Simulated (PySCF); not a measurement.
Species: C2H4N2SSi.
SMILES: `[SiH3]C1=NN=CS1`

Computed with TDDFT B3LYP/def2-SVPD, vertical, gas phase, core orbitals frozen in the response in PySCF 2.14.0, density-fitted response routines. Geometry: GFN2-xTB; no solvent, vibrations or thermal averaging.

Computed states:

| state | E (eV) | f |
| --- | --- | --- |
| S1 | 4.30 | 0.0000 |
| S2 | 5.55 | 0.0011 |
| S3 | 5.73 | 0.0092 |
| S4 | 5.96 | 0.130 |
| S5 | 6.04 | 0.0043 |
| S6 | 6.45 | 0.060 |
| S7 | 6.53 | 0.0001 |
| S8 | 6.66 | 0.017 |

Each state is given a Gaussian of 0.4 eV full width at half maximum, with ε(max) = 2.175×10⁸ f / Δν̃ (Δν̃ the width in cm⁻¹). The width is an assumption, not a result. The curve ends short of the highest state used, and states not computed would add to its high-energy end.

**Question.** What does the envelope look like, and where are its maxima?

**Answer.** 
| E (eV) | ε (L mol⁻¹ cm⁻¹) |
| --- | --- |
| 3.70 | 0 |
| 3.78 | 0 |
| 3.86 | 0 |
| 3.94 | 0 |
| 4.03 | 0 |
| 4.11 | 1 |
| 4.19 | 1 |
| 4.27 | 1 |
| 4.35 | 1 |
| 4.43 | 1 |
| 4.51 | 1 |
| 4.59 | 0 |
| 4.68 | 0 |
| 4.76 | 0 |
| 4.84 | 0 |
| 4.92 | 0 |
| 5.00 | 0 |
| 5.08 | 2 |
| 5.16 | 8 |
| 5.25 | 28 |
| 5.33 | 79 |
| 5.41 | 204 |
| 5.49 | 497 |
| 5.57 | 1136 |
| 5.65 | 2374 |
| 5.73 | 4356 |
| 5.81 | 6786 |
| 5.90 | 8938 |
| 5.98 | 9254 |
| 6.06 | 7925 |

Maxima: 208 nm (5.95 eV), ε about 9400, made up of S4 (94%) (ε in L mol⁻¹ cm⁻¹; maxima over ε = 5, shares over 10%).

**Question.** Coming from long wavelengths, where does ε first pass 100 L mol⁻¹ cm⁻¹?

**Answer.** At about 232 nm (5.35 eV), 1.05 eV above S1.

**Question.** What would ε be at 5.95 eV, the highest of these maxima, with half the width (0.2 eV)?

**Answer.** About 17900 L mol⁻¹ cm⁻¹ against 9350, a factor of about 1.9; a lone state at its own centre would give exactly 2.

**Question.** On this curve, what absorbance would a 10⁻⁴ mol/L sample give at 280 nm over a 1 cm path?

**Answer.** 280 nm is 4.428 eV, where ε is about 1 L mol⁻¹ cm⁻¹, so A = ε c l ≈ 0.0001 (Beer–Lambert, with the gas-phase spectrum and the assumed width).

The run took about 40 s of CPU time (one thread, shared machine).
